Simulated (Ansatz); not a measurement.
`CO[Si]Br` + `CNC` → `CN(C)[Si]Br` + CH₃OH at 400 K and 1 bar (ligand exchange at the Si–O bond).

Computed with Ansatz on PBE0-D4/def2-TZVP structures; ΔE is electronic, products minus reactants. CCSD(T)/CBS is the MP2 limit (def2-TZVPP, def2-QZVPP) plus CCSD(T) − MP2 in def2-TZVPP, frozen cores. This one scheme is used for every species. For Br outer-core shells are correlated without core-valence functions, which leaves a few kJ/mol of doubt a bond. Scalar relativity is left out up to krypton. One conformer a species, not always the lowest.

```tsv
species	CCSD(T)/CBS energy (Eh)	H − E (kJ/mol)	S (J/(mol·K))
`CO[Si]Br`	-2977.47730	140.6	357.8
`CNC`	-135.00321	264.6	293.2
`CN(C)[Si]Br`	-2996.85389	253.5	386.5
CH₃OH	-115.61712	151.2	252.6
```

H − E and S are ideal-gas, rigid-rotor, harmonic terms from PBE0-D4/def2-TZVP, for one conformer and one mirror image of each species. 1 Eh = 2625.50 kJ/mol, R = 8.31446 J/(mol·K).

**Question.** By hand: ΔE, ΔH, ΔS and ΔG.

**Answer.** ΔE = (-2996.85389) + (-115.61712) − (-2977.47730) − (-135.00321) = 0.00950 Eh = 24.9 kJ/mol. Δ(H − E) = 253.5 + 151.2 − 140.6 − 264.6 = -0.5, so ΔH = 24.4 kJ/mol. ΔS = 386.5 + 252.6 − 357.8 − 293.2 = -11.9 J/(mol·K). ΔG = 24.4 − 400 × (-11.9)/1000 = 29.2 kJ/mol.

**Question.** By hand: the equilibrium constant, and the temperature at which ΔG would vanish if ΔH and ΔS stayed fixed.

**Answer.** log₁₀ K = −ΔG/(RT ln 10) = -3.8. ΔH and −TΔS have one sign here, so there is no such temperature.

The number of gas molecules stays the same, so ΔS is small and ΔH decides. A doubt of 5 kJ/mol in ΔE shifts log₁₀ K by 0.7 here. Other conformers and mirror images would add mixing entropy, several J/(mol·K) or more a flexible species. These are equilibria of isolated gas molecules and say nothing of rates. Largest T1 diagnostic: 0.012 (customary marks: 0.02 for closed shells, 0.045 for open ones).

ΔS is within the doubt of such terms, so its sign, and with it that verdict, could turn.
